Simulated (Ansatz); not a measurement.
`CB(N)N` + H–F → `CB(N)F` + NH₃ at 600 K and 1 bar (ligand exchange at a B–N bond).

Isolated molecules relaxed with PBE0-D4/def2-TZVP in Ansatz; ΔE leaves out vibrations. CCSD(T)/CBS is the MP2 limit (def2-TZVPP, def2-QZVPP) plus CCSD(T) − MP2 in def2-TZVPP, frozen cores. This one scheme is used for every species. Each species was taken in one conformer, which may not be the lowest.

| species | CCSD(T)/CBS energy (Eh) | H − E (kJ/mol) | S (J/(mol·K)) |
| --- | --- | --- | --- |
| `CB(N)N` | -176.57025 | 305.3 | 399.3 |
| H–F | -100.39570 | 42.3 | 194.0 |
| `CB(N)F` | -220.47660 | 233.9 | 367.7 |
| NH₃ | -56.50880 | 112.4 | 219.5 |

H − E and S are ideal-gas, rigid-rotor, harmonic terms from PBE0-D4/def2-TZVP, for one conformer and one mirror image of each species. 1 Eh = 2625.50 kJ/mol, R = 8.31446 J/(mol·K).

Question: By hand: ΔE, ΔH, ΔS and ΔG.

Answer: ΔE = (-220.47660) + (-56.50880) − (-176.57025) − (-100.39570) = -0.01945 Eh = -51.1 kJ/mol. Δ(H − E) = 233.9 + 112.4 − 305.3 − 42.3 = -1.3, so ΔH = -52.4 kJ/mol. ΔS = 367.7 + 219.5 − 399.3 − 194.0 = -6.1 J/(mol·K). ΔG = -52.4 − 600 × (-6.1)/1000 = -48.7 kJ/mol.

Question: By hand: the equilibrium constant, and the temperature at which ΔG would vanish if ΔH and ΔS stayed fixed.

Answer: log₁₀ K = −ΔG/(RT ln 10) = 4.2. ΔG = 0 at ΔH/ΔS = 8590 K, far beyond where these terms or the molecules hold.

The number of gas molecules stays the same, so ΔS is small and ΔH decides. A doubt of 5 kJ/mol in ΔE shifts log₁₀ K by 0.4 here. Other conformers and mirror images would add mixing entropy, several J/(mol·K) or more a flexible species. Modes under 60 cm⁻¹, often nearly free rotors, make the harmonic entropy too high. These are equilibria of isolated gas molecules and say nothing of rates. Largest T1 diagnostic: 0.011 (customary marks: 0.02 for closed shells, 0.045 for open ones).
